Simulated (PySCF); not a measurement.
AsH2Me, CH₅As.
SMILES: `C[AsH2]`

The closed-shell ground state was solved at several levels (PySCF, density fitting, gas phase). Geometry: PBE0-D3(BJ)/def2-SVP; no solvent, vibrations or thermal averaging. The calculation is non-relativistic and has no spin–orbit coupling, an omission that weighs most on arsenic.

| level | basis functions | total energy (Eh) | HOMO (eV) | LUMO (eV) | gap (eV) | dipole (D) |
| --- | --- | --- | --- | --- | --- | --- |
| B3LYP/pcJ-1 (pcSseg-1 on As) | 118 | -2276.8015 | -7.05 | 0.31 | 7.36 | 0.89 |
| wB97X-D/pcSseg-1 | 83 | -2276.7952 | -9.07 | 2.33 | 11.40 | 0.94 |
| PBE0/pcSseg-1 | 83 | -2276.4096 | -7.25 | 0.56 | 7.81 | 0.98 |

Q: Estimate the row for CAM-B3LYP/def2-SVPD, a basis of 98 functions; the other rows only guide the guess.

A: Total energy -2276.7660 Eh, HOMO -8.52 eV, LUMO 0.95 eV, gap 9.47 eV, dipole 0.89 D.

Q: Over all these levels, which gives the widest orbital gap and which the narrowest?

A: wB97X-D/pcSseg-1 (range-separated hybrid) has the widest, 11.40 eV, and B3LYP/pcJ-1 (pcSseg-1 on As) (global hybrid, 20 % exact exchange) the narrowest, 7.36 eV. Functional and basis both differ between the two, so the spread mixes both effects.

Q: How far do the dipole and the HOMO energy spread over the levels?

A: The dipole runs from 0.89 to 0.98 D (mean 0.92 D) and the HOMO from -9.07 to -7.05 eV.

Note: wB97X-D ran without an empirical dispersion term, which enters the total energy and its gradient alone.
